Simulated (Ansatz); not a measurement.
Reaction (atomization): `[OH][SnH3]` → 4 H• + O• + Sn•

Isolated molecules relaxed with PBE0-D4/def2-TZVP in Ansatz; ΔE leaves out vibrations. CCSD(T)/CBS is the MP2 limit (def2-TZVPP, def2-QZVPP) plus CCSD(T) − MP2 in def2-TZVPP, frozen cores. This one scheme is used for every species, atoms too. DFT in def2-TZVPP. B3LYP here is the variant with VWN-RPA as its local correlation; programs differ in this. HSE06 is defined as in plane-wave codes. No spin–orbit coupling; open shells (•) take unrestricted orbitals. Spin–orbit coupling would lower the free atoms: a little for O; strongly for Sn. def2 core potentials past Kr. Bonds to Sn are less sure, by a few kJ/mol each and by 10 to 20 or more in all where they break to atoms, as the def2 sets lack core-valence functions.

```csv
level,ΔE (kcal/mol),difference from CCSD(T)/CBS
PBE-D4,379.3,-7.8
r2SCAN-D4,379.3,-7.8
PBE0-D4,371.8,-15.3
B3LYP-D4,378.7,-8.4
r2SCANh-D4,376.0,-11.1
r2SCAN0-D4,371.3,-15.8
HSE06-D4,371.8,-15.3
ωB97X-V,384.8,-2.3
ωB97M-V,381.1,-6.0
B2PLYP,374.9,-12.2
PBE-QIDH,371.4,-15.7
PBE,377.5,-9.6
revPBE,364.6,-22.5
BLYP,374.4,-12.7
r2SCAN,378.9,-8.2
PBE0,370.4,-16.7
B3LYP,375.9,-11.2
r2SCANh,375.5,-11.6
r2SCAN0,370.8,-16.3
HSE06,370.4,-16.7
BHLYP,364.7,-22.4
CAM-B3LYP,381.4,-5.7
LC-ωPBE,376.4,-10.7
HF/def2-SVP,250.4,-136.7
MP2/def2-SVP,348.8,-38.3
CCSD/def2-SVP,346.8,-40.3
CCSD(T)/def2-SVP,349.9,-37.2
HF/def2-TZVPP,258.4,-128.7
MP2/def2-TZVPP,371.1,-16.0
SCS-MP2/def2-TZVPP,374.6,-12.5
CCSD/def2-TZVPP,369.9,-17.2
CCSD(T)/def2-TZVPP,375.4,-11.7
HF/def2-QZVPP,259.6,-127.5
MP2/def2-QZVPP,378.3,-8.8
SCS-MP2/def2-QZVPP,382.9,-4.2
CCSD/def2-QZVPP,377.1,-10.0
CCSD(T)/def2-QZVPP,383.3,-3.8
HF/CBS(def2),259.8,-127.3
MP2/CBS(def2),382.9,-4.2
CCSD/CBS(def2),381.6,-5.5
CCSD(T)/CBS,387.1,0
```

Largest T1 diagnostic among the species: 0.014.

From r2SCAN to r2SCAN0 (25 % exact exchange), in def2-TZVPP and without D4, ΔE moves by −8.1 kcal/mol: exact exchange takes away binding that semilocal exchange gives to molecules. In def2-TZVPP, CCSD(T) changes the Hartree–Fock value by +117.0 kcal/mol (the triples alone add +5.5 kcal/mol) and MP2 by +112.7 kcal/mol; breaking electron pairs costs correlation energy, which Hartree–Fock lacks.

For atomizations the MP2-based limit and the directly extrapolated one differ by several kJ/mol either way, and by 10 to 25 for some Ge, Se and Sn compounds, so smaller differences from it don't rank the levels.
